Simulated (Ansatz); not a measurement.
Calculated with Ansatz (gas phase, PBE0-D4/def2-TZVP geometries, no zero-point term in ΔE). CCSD(T)/CBS adds triple-zeta CCSD(T) − MP2 to the extrapolated MP2 energy (def2 sets, frozen cores). DFT in def2-TZVPP. Elements past krypton have def2 core potentials. For I, Sn outer-core shells are correlated without core-valence functions, which leaves a few kJ/mol of doubt a bond. Each species was taken in one conformer, which may not be the lowest.

Consider the redistribution: `[F][SnH2][F]` + `C[SiH](O)I` → `[F][SnH2][I]` + `C[SiH](O)F`.

CCSD(T)/CBS gives -27.6 kcal/mol.

Another level gave -27.2 kcal/mol. Which?
A. MP2/def2-TZVPP
B. ωB97X-V/def2-TZVPP
C. PBE-D4/def2-TZVPP
D. CCSD/def2-TZVPP

A. MP2/def2-TZVPP -27.2, CCSD/def2-TZVPP -28.2, ωB97X-V -26.1, PBE-D4 -24.2 kcal/mol.

Largest T1 diagnostic among the species: 0.014.

In def2-TZVPP, CCSD(T) changes the Hartree–Fock value by +3.9 kcal/mol (the triples alone add +0.8 kcal/mol) and MP2 by +4.0 kcal/mol. From PBE to PBE0 (25 % exact exchange), in def2-TZVPP and without D4, ΔE moves by −2.0 kcal/mol.
